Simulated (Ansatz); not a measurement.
Reaction (ligand exchange at the Si–C bond): `O=C[SiH2][SiH3]` + `OBO` → `OBO[SiH2][SiH3]` + `C=O`

Calculated with Ansatz (gas phase, PBE0-D4/def2-TZVP geometries, no zero-point term in ΔE). CCSD(T)/CBS adds triple-zeta CCSD(T) − MP2 to the extrapolated MP2 energy (def2 sets, frozen cores). This one scheme is used for every species. One conformer a species, not always the lowest.

```json
{"species": "`O=C[SiH2][SiH3]`", "MP2/def2-QZVPP energy (Eh)": "-694.83181"}
{"species": "`OBO`", "MP2/def2-QZVPP energy (Eh)": "-176.98367"}
{"species": "`OBO[SiH2][SiH3]`", "MP2/def2-QZVPP energy (Eh)": "-757.50978"}
{"species": "`C=O`", "MP2/def2-QZVPP energy (Eh)": "-114.34498"}
```

Q: Work out ΔE.

A: ΔE = (-757.50978) + (-114.34498) − (-694.83181) − (-176.98367) = -0.03928 Eh = -103.1 kJ/mol. CCSD(T)/CBS gives -99.2 kJ/mol.

Largest T1 diagnostic among the species: 0.016.

The D4 term adds −3.0 kJ/mol with B3LYP and −1.8 kJ/mol with PBE0; it sums over pairs of atoms, weighted by their polarisabilities, and B3LYP, whose exchange is more repulsive, gets the larger term. In def2-TZVPP, CCSD(T) changes the Hartree–Fock value by +17.1 kJ/mol (the triples alone add +3.1 kJ/mol) and MP2 by +14.1 kJ/mol. From PBE to PBE0 (25 % exact exchange), in def2-TZVPP and without D4, ΔE moves by −9.4 kJ/mol.

B3LYP here is the variant with VWN-RPA as its local correlation; programs differ in this.
